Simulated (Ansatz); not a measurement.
`[OH][W]([F])(=[S])=[S]` + dimethylamine → `C[N](C)[W]([OH])(=[S])=[S]` + H–F at 298.15 K and 1 bar (ligand exchange at a W–F bond).

Isolated molecules relaxed with PBE0-D4/def2-TZVP in Ansatz; ΔE leaves out vibrations. CCSD(T)/CBS is the MP2 limit (def2-TZVPP, def2-QZVPP) plus CCSD(T) − MP2 in def2-TZVPP, frozen cores. This one scheme is used for every species. Elements past krypton have def2 core potentials. For W outer-core shells are correlated without core-valence functions, which leaves a few kJ/mol of doubt a bond. One conformer a species, not always the lowest.

```tsv
species	CCSD(T)/CBS energy (Eh)	H − E (kJ/mol)	S (J/(mol·K))
`[OH][W]([F])(=[S])=[S]`	-1038.26045	70.6	356.1
`CNC`	-135.00321	256.9	271.4
`C[N](C)[W]([OH])(=[S])=[S]`	-1072.86505	290.3	445.8
H–F	-100.39570	33.5	173.6
```

H − E and S are ideal-gas, rigid-rotor, harmonic terms from PBE0-D4/def2-TZVP, for one conformer and one mirror image of each species. 1 Eh = 2625.50 kJ/mol, R = 8.31446 J/(mol·K).

Question: By hand: ΔE, ΔH, ΔS and ΔG.

Answer: ΔE = (-1072.86505) + (-100.39570) − (-1038.26045) − (-135.00321) = 0.00291 Eh = 7.6 kJ/mol. Δ(H − E) = 290.3 + 33.5 − 70.6 − 256.9 = -3.7, so ΔH = 3.9 kJ/mol. ΔS = 445.8 + 173.6 − 356.1 − 271.4 = -8.1 J/(mol·K). ΔG = 3.9 − 298.15 × (-8.1)/1000 = 6.3 kJ/mol.

Question: By hand: the equilibrium constant, and the temperature at which ΔG would vanish if ΔH and ΔS stayed fixed.

Answer: log₁₀ K = −ΔG/(RT ln 10) = -1.1. ΔH and −TΔS have one sign here, so there is no such temperature.

TΔS isn't small against ΔH here. A doubt of 5 kJ/mol in ΔE shifts log₁₀ K by 0.9 here. Other conformers and mirror images would add mixing entropy, several J/(mol·K) or more a flexible species. Modes under 60 cm⁻¹, often nearly free rotors, make the harmonic entropy too high. These are equilibria of isolated gas molecules and say nothing of rates. Largest T1 diagnostic: 0.022 (customary marks: 0.02 for closed shells, 0.045 for open ones).

ΔS is within the doubt of such terms, so its sign, and with it that verdict, could turn.
